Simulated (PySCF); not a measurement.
PySCF job for trisilylphosphine (H₉PSi₃), SMILES [SiH3]P([SiH3])[SiH3], TDA-PBE/def2-SVPD. Geometry optimised at r2SCAN-D4/def2-SVP.

```python
import numpy as np
from pyscf import gto, scf, dft, tdscf

mol = gto.M(
    atom='''
    Si   -1.86228946    0.63791634    0.22270220
    P    -0.00000000    0.00000000   -0.89291900
    Si    1.48359649    1.29383182    0.22270220
    Si    0.37869298   -1.93174816    0.22270220
    H    -2.19105043    2.03592447   -0.18547606
    H    -1.70740252    0.58978477    1.71051143
    H    -2.97684975   -0.27101897   -0.17827112
    H     1.25371556    2.71353698   -0.17827112
    H     2.85868753    0.87954309   -0.18547605
    H     1.36446985    1.18376157    1.71051142
    H     1.72313419   -2.44251802   -0.17827112
    H    -0.66763711   -2.91546757   -0.18547605
    H     0.34293266   -1.77354633    1.71051143
    ''',
    basis='def2-SVPD',
    charge=0,
    spin=0,
    symmetry=True,
    max_memory=1600,
    verbose=4,
)
mf = dft.RKS(mol, xc='pbe').density_fit(auxbasis='def2-universal-jkfit')
mf.grids.level = 3
mf.conv_tol = 1e-9
mf.max_cycle = 100
mf.kernel()
mf.grids = dft.Grids(mol).set(level=1).build(with_non0tab=True)  # coarser grid for the response kernel
td = tdscf.TDA(mf)
td.singlet = True
td.nstates = 10
td.conv_tol = 1e-4
td.positive_eig_threshold = 1e-6
td.kernel(x0=td.get_init_guess(mf, 15))
td.analyze()
tt = tdscf.TDA(mf)
tt.singlet = False
tt.nstates = 4
tt.conv_tol = 1e-4
tt.positive_eig_threshold = 1e-6
tt.kernel(x0=tt.get_init_guess(mf, 9))
tt.analyze(verbose=3)
```

Program output:

```
PySCF version 2.14.0

[INPUT] verbose = 4
[INPUT] num. atoms = 13
[INPUT] num. electrons = 66
[INPUT] charge = 0
[INPUT] spin (= nelec alpha-beta = 2S) = 0
[INPUT] symmetry True subgroup None
[INPUT] Mole.unit = angstrom
[INPUT] Symbol           X                Y                Z      unit          X                Y                Z       unit  Magmom
[INPUT]  1 Si    -1.862289460000   0.637916340000   0.222702200000 AA   -3.519217044064   1.205487172985   0.420846165338 Bohr   0.0
[INPUT]  2 P      0.000000000000   0.000000000000  -0.892919000000 AA    0.000000000000   0.000000000000  -1.687372361421 Bohr   0.0
[INPUT]  3 Si     1.483596490000   1.293831820000   0.222702200000 AA    2.803591045466   2.444987791048   0.420846165338 Bohr   0.0
[INPUT]  4 Si     0.378692980000  -1.931748160000   0.222702200000 AA    0.715626017495  -3.650474964032   0.420846165338 Bohr   0.0
[INPUT]  5 H     -2.191050430000   2.035924470000  -0.185476060000 AA   -4.140485237811   3.847339658600  -0.350498956063 Bohr   0.0
[INPUT]  6 H     -1.707402520000   0.589784770000   1.710511430000 AA   -3.226523147192   1.114531687740   3.232398135638 Bohr   0.0
[INPUT]  7 H     -2.976849750000  -0.271018970000  -0.178271120000 AA   -5.625430741480  -0.512151627862  -0.336883592719 Bohr   0.0
[INPUT]  8 H      1.253715560000   2.713536980000  -0.178271120000 AA    2.369179046506   5.127841721079  -0.336883592719 Bohr   0.0
[INPUT]  9 H      2.858687530000   0.879543090000  -0.185476050000 AA    5.402136507409   1.662095554854  -0.350498937166 Bohr   0.0
[INPUT] 10 H      1.364469850000   1.183761570000   1.710511420000 AA    2.578474321726   2.236985164085   3.232398116741 Bohr   0.0
[INPUT] 11 H      1.723134190000  -2.442518020000  -0.178271120000 AA    3.256251694974  -4.615690112115  -0.336883592719 Bohr   0.0
[INPUT] 12 H     -0.667637110000  -2.915467570000  -0.185476050000 AA   -1.261651288496  -5.509435232351  -0.350498937166 Bohr   0.0
[INPUT] 13 H      0.342932660000  -1.773546330000   1.710511430000 AA    0.648048806569  -3.351516832927   3.232398135638 Bohr   0.0

nuclear repulsion = 344.980413618069
point group symmetry = C3, use subgroup C1
symmetry origin: [ 3.43586581e-09 -2.86321922e-10  4.58115425e-09]
symmetry axis x: [ 9.91357851e-01 -1.31185405e-01  2.82961797e-10]
symmetry axis y: [ 1.31185405e-01  9.91357851e-01 -9.08304329e-11]
symmetry axis z: [-2.68600769e-10  1.27165960e-10  1.00000000e+00]
num. orbitals of irrep A = 168
number of shells = 76
number of NR pGTOs = 258
number of NR cGTOs = 168
basis = def2-SVPD
ecp = {}


[settings echo left out]
init E= -1213.99807314262
  HOMO = -0.275032795643138  LUMO = -0.0671718109160002  gap/eV = 5.65619
cycle= 1 E= -1214.22758646188  delta_E= -0.23  |g|= 0.208  |ddm|=    4
  HOMO = -0.206150714628937  LUMO = -0.0284675061450184  gap/eV = 4.83501
cycle= 2 E= -1214.22906368259  delta_E= -0.00148  |g|= 0.187  |ddm|= 0.958
  HOMO = -0.238105207574578  LUMO = -0.0377749202092836  gap/eV = 5.45126
cycle= 3 E= -1214.23877776356  delta_E= -0.00971  |g|= 0.0884  |ddm|= 0.617
  HOMO = -0.230869076528609  LUMO = -0.0382073305394246  gap/eV = 5.24259
cycle= 4 E= -1214.2419366125  delta_E= -0.00316  |g|= 0.0118  |ddm|= 0.221
  HOMO = -0.232104733789582  LUMO = -0.0386876138171806  gap/eV = 5.26315
cycle= 5 E= -1214.24200415308  delta_E= -6.75e-05  |g|= 0.00162  |ddm|= 0.0314
  HOMO = -0.232092583920209  LUMO = -0.0385633322690593  gap/eV = 5.26620
cycle= 6 E= -1214.24200526217  delta_E= -1.11e-06  |g|= 0.000483  |ddm|= 0.00477
  HOMO = -0.232000530941781  LUMO = -0.0385164862723335  gap/eV = 5.26497
cycle= 7 E= -1214.24200535187  delta_E= -8.97e-08  |g|= 0.000211  |ddm|= 0.00134
  HOMO = -0.232015080447777  LUMO = -0.0385335422463617  gap/eV = 5.26490
cycle= 8 E= -1214.24200536955  delta_E= -1.77e-08  |g|= 2.24e-05  |ddm|= 0.000376
  HOMO = -0.232016008387439  LUMO = -0.038532800078392  gap/eV = 5.26495
cycle= 9 E= -1214.24200536977  delta_E= -2.13e-10  |g|= 1.4e-06  |ddm|= 7.46e-05
  HOMO = -0.232016017318688  LUMO = -0.0385327967145344  gap/eV = 5.26495
Extra cycle  E= -1214.24200536977  delta_E=    0  |g|= 1.32e-06  |ddm|= 8.1e-06
converged SCF energy = -1214.24200536977
tot grids = 47896
Overwritten attributes  positive_eig_threshold  of <class 'pyscf.tdscf.rks.TDA'>


******** <class 'pyscf.tdscf.rks.TDA'> for <class 'pyscf.df.df_jk.DFRKS'> ********
nstates = 10 singlet
deg_eia_thresh = 1.000e-03
wfnsym = None
conv_tol = 0.0001
eigh lindep = 1e-12
eigh level_shift = 0
eigh max_cycle = 100


Excitation energies (eV)
[5.39519735 5.53969861 5.53975789 5.90626981 5.90634544 6.02837552
 6.62944867 6.62950398 6.70990707 6.71735317]

** Singlet excitation energies and oscillator strengths **
Excited State   1:    A      5.39520 eV    229.80 nm  f=0.0247
      33 -> 34       -0.70142
Excited State   2:    A      5.53970 eV    223.81 nm  f=0.0000
      33 -> 35       -0.40578
      33 -> 36       -0.45986
      33 -> 37       -0.34793
Excited State   3:    A      5.53976 eV    223.81 nm  f=0.0000
      33 -> 35        0.45961
      33 -> 36       -0.40572
      33 -> 38        0.34835
Excited State   4:    A      5.90627 eV    209.92 nm  f=0.0444
      33 -> 35        0.29967
      33 -> 36        0.13030
      33 -> 37       -0.50631
      33 -> 38       -0.29547
Excited State   5:    A      5.90635 eV    209.92 nm  f=0.0444
      33 -> 35        0.13072
      33 -> 36       -0.29959
      33 -> 37        0.29564
      33 -> 38       -0.50615
Excited State   6:    A      6.02838 eV    205.67 nm  f=0.0050
      33 -> 39        0.70270
Excited State   7:    A      6.62945 eV    187.02 nm  f=0.0386
      31 -> 34        0.29866
      31 -> 38        0.11848
      32 -> 34        0.60368
      32 -> 37        0.11891
Excited State   8:    A      6.62950 eV    187.02 nm  f=0.0387
      31 -> 34       -0.60362
      31 -> 37        0.11882
      32 -> 34        0.29866
      32 -> 38       -0.11874
Excited State   9:    A      6.70991 eV    184.78 nm  f=0.0000
      31 -> 35       -0.14559
      31 -> 36        0.23079
      31 -> 37       -0.13298
      31 -> 38        0.39705
      32 -> 35        0.23078
      32 -> 36        0.14514
      32 -> 37       -0.39702
      32 -> 38       -0.13299
Excited State  10:    A      6.71735 eV    184.57 nm  f=0.0180
      31 -> 37       -0.19288
      32 -> 38       -0.19275
      33 -> 40       -0.63654

** Transition electric dipole moments (AU) **
state          X           Y           Z        Dip. S.      Osc.
  1        -0.0000      0.0001     -0.4319      0.1865      0.0247
  2         0.0012      0.0171      0.0002      0.0003      0.0000
  3        -0.0171      0.0013      0.0001      0.0003      0.0000
  4         0.1891      0.5209      0.0002      0.3071      0.0444
  5         0.5209     -0.1890     -0.0001      0.3070      0.0444
  6        -0.0000     -0.0004      0.1836      0.0337      0.0050
  7         0.4664      0.1429      0.0001      0.2379      0.0386
  8         0.1429     -0.4666     -0.0000      0.2381      0.0387
  9         0.0004      0.0001      0.0055      0.0000      0.0000
 10        -0.0000      0.0000     -0.3304      0.1092      0.0180

** Transition velocity dipole moments (imaginary part, AU) **
state          X           Y           Z        Dip. S.      Osc.
  1         0.0000      0.0000     -0.0561      0.0031      0.0106
  2         0.0001      0.0133      0.0000      0.0002      0.0006
  3        -0.0133      0.0001      0.0000      0.0002      0.0006
  4         0.0169      0.0464      0.0001      0.0024      0.0075
  5         0.0464     -0.0169     -0.0000      0.0024      0.0075
  6        -0.0000     -0.0000      0.0596      0.0036      0.0107
  7         0.0872      0.0267      0.0000      0.0083      0.0228
  8         0.0267     -0.0872     -0.0000      0.0083      0.0228
  9         0.0001      0.0000      0.0003      0.0000      0.0000
 10        -0.0000      0.0000     -0.0444      0.0020      0.0053

** Transition magnetic dipole moments (imaginary part, AU) **
state          X           Y           Z
  1        -0.0000      0.0000     -0.0004
  2         0.2759      0.0012     -0.0000
  3        -0.0012      0.2760     -0.0000
  4        -0.6793      0.2435      0.0000
  5         0.2435      0.6792     -0.0000
  6         0.0005     -0.0000     -0.0009
  7        -0.2905      0.9502     -0.0000
  8         0.9507      0.2906     -0.0000
  9        -0.0002      0.0009     -0.0693
 10        -0.0001      0.0000     -0.0014


******** <class 'pyscf.tdscf.rks.TDA'> for <class 'pyscf.df.df_jk.DFRKS'> ********
nstates = 4 triplet
deg_eia_thresh = 1.000e-03
wfnsym = None
conv_tol = 0.0001
eigh lindep = 1e-12
eigh level_shift = 0
eigh max_cycle = 100


Excitation energies (eV)
[5.09528877 5.11386479 5.11389517 5.34903975]

** Triplet excitation energies and oscillator strengths **
Excited State   1:    A      5.09529 eV    243.33 nm  f=0.0000
Excited State   2:    A      5.11386 eV    242.45 nm  f=0.0000
Excited State   3:    A      5.11390 eV    242.45 nm  f=0.0000
Excited State   4:    A      5.34904 eV    231.79 nm  f=0.0000
```

The program stopped with an error.
